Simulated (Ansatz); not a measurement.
## Which method gave which barrier?

Saddle point of BNH$_{5}$Cl$_{2}$F, closed shell (BHCl₂ ([Cl][BH][Cl]) + NH₃ + HF → BNH₂Cl₂ ([NH2][B]([Cl])[Cl]) + HF + H₂; bonds formed: H2–H7, H5–F8; dative contacts that become bonds: B1–N6; bonds broken: B1–H2, H5–N6, H7–F8), PBE0-D4/def2-TZVP structure:

```csv
atom,x (Å),y (Å),z (Å)
B1,-0.6383,0.0604,-0.5466
H2,0.2788,1.1235,-0.9096
Cl3,-0.6137,-0.8591,-2.0864
Cl4,-2.0797,1.0692,-0.1954
H5,1.0289,-0.0766,0.8479
N6,-0.0950,-0.6998,0.6472
H7,0.9090,1.0082,-0.3364
F8,1.8402,0.6774,0.6837
H9,0.0682,-1.6776,0.4375
H10,-0.6985,-0.6257,1.4579
```

Program: Ansatz 0.2.0. Basis: def2-TZVPP, with def2-QZVPP for the basis limit. Cores are frozen in the correlated methods. B3LYP uses VWN-RPA correlation. Extrapolation: Hartree–Fock as exp(−7.88 √X), correlation as X^−2.97. Four methods, as single points on the PBE0-D4 structures, gave these electronic barriers from the start structure: 100.8, 147.7, 158.9, 216.4 kJ/mol.

Question: The methods were, in alphabetical order, B3LYP-D4, HF, MP2, SPW92. Which gave which? (A judgement: the text doesn't fix the answer.)

Answer: By the calculation: SPW92 100.8; B3LYP-D4 147.7; MP2 158.9; HF 216.4 kJ/mol. For comparison, CCSD(T) at an estimated basis limit (MP2 extrapolated from triple and quadruple zeta, plus CCSD(T) − MP2 in triple zeta) gives 164.6 kJ/mol.

The T1 diagnostic stays at or below 0.011.

Labels in which every atom is bracketed show which atoms are joined, not bond orders.

For scale, one of the runs: CCSD(T)/def2-TZVPP, 247 basis functions, launched by `ansatz run in.yaml --threads 8 --pin off --events-out ev --progress --plain --max-ram 19148MiB`. Hardware: 8 CPU threads of an Arm Neoverse V1, shared host. Wall time 110 s; peak host memory 5.2 GiB.
